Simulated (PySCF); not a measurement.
Isomers of [C8H18P]+ (charge +1), one GFN2-xTB conformer each. Single-point energies are computed at PBE0/pcSseg-1 (PySCF, gas phase, no added dispersion term), electronic only.

**Question.** Rank them by PBE0/pcSseg-1 energy, lowest first (kcal/mol).
A. `[CH3:1][CH2:2][C@@H:3]1[C@@H:4]([CH2:5][CH3:6])[PH+:7]1[CH2:8][CH3:9]` (charge +1) with C1–C2–C3–C4 154°, C3–C4–C5–C6 154°, C4–P7–C8–C9 -110°
B. `[CH2:1]=[C:2]([CH3:3])[P@H+:4]([CH3:5])[CH2:6][CH:7]([CH3:8])[CH3:9]` (charge +1) with C1–C2–P4–C5 -127°, C2–P4–C6–C7 -142°, P4–C6–C7–C8 70°
C. `[CH3:1]/[CH:2]=[CH:3]\[P+:4]([CH3:5])([CH2:6][CH3:7])[CH2:8][CH3:9]` (charge +1) with C2–C3–P4–C5 178°, C3–P4–C6–C7 -176°, C3–P4–C8–C9 47°
D. `[CH3:1][P@@H+:2]([CH:3]1[CH2:4][CH2:5]1)[C:6]([CH3:7])([CH3:8])[CH3:9]` (charge +1) with C1–P2–C3–C4 -78°
E. `[CH2:1]=[C:2]([CH3:3])[P@H+:4]([CH3:5])[CH2:6][CH2:7][CH2:8][CH3:9]` (charge +1) with C1–C2–P4–C5 61°, C2–P4–C6–C7 177°, P4–C6–C7–C8 56°, C6–C7–C8–C9 173°
F. `[CH2:1]=[C:2]([CH3:3])[P@@H+:4]([CH3:5])[C:6]([CH3:7])([CH3:8])[CH3:9]` (charge +1) with C1–C2–P4–C5 -46°
G. `[CH3:1][CH2:2][P+:3]1([CH3:4])[CH2:5][CH2:6][CH2:7][CH2:8][CH2:9]1` (charge +1) with C1–C2–P3–C4 -61°, C2–P3–C5–C6 165°, P3–C5–C6–C7 -57°, C5–C6–C7–C8 67°, C6–C7–C8–C9 -67°

**Answer.** G (0.0), C (23.1), F (34.5), D (35.6), B (36.7), E (37.2), A (48.3).

As drawn, the highest has a three-membered ring, which the lowest lacks. Neighbours under 5.0 kcal/mol apart (C=C(C)[P@@H+](C)C(C)(C)C and C[P@@H+](C1CC1)C(C)(C)C; C[P@@H+](C1CC1)C(C)(C)C and C=C(C)[P@H+](C)CC(C)C; C=C(C)[P@H+](C)CC(C)C and C=C(C)[P@H+](C)CCCC) can change places with a better method, another conformer or zero-point energy. GFN2-xTB itself gives, in the same order: 0.0, 27.5, 31.1, 27.5, 32.8, 35.1, 45.0. Both levels put the same isomer lowest; measured from each level's own lowest isomer, the values differ by up to 8.1 kcal/mol (C[P@@H+](C1CC1)C(C)(C)C: 27.5 against 35.6).

**Question.** Which frontier levels and rotational constants go with these structures?

**Answer.** 
| SMILES | HOMO (eV, PBE0/pcSseg-1) | LUMO (eV) | A, B, C (MHz) |
| --- | --- | --- | --- |
| CC[P+]1(C)CCCCC1 | -12.89 | -3.07 | 2263, 947.6, 874.3 |
| C/C=C\[P+](C)(CC)CC | -12.04 | -4.94 | 1441, 1056, 871.6 |
| C=C(C)[P@@H+](C)C(C)(C)C | -12.15 | -5.05 | 1766, 1041, 907.9 |
| C[P@@H+](C1CC1)C(C)(C)C | -12.84 | -3.66 | 1985, 996.9, 816.7 |
| C=C(C)[P@H+](C)CC(C)C | -12.19 | -4.82 | 2061, 831.9, 713.8 |
| C=C(C)[P@H+](C)CCCC | -12.18 | -5.06 | 2644, 611.9, 600.6 |
| CC[C@@H]1[C@@H](CC)[PH+]1CC | -12.75 | -4.67 | 1540, 950.9, 642.0 |
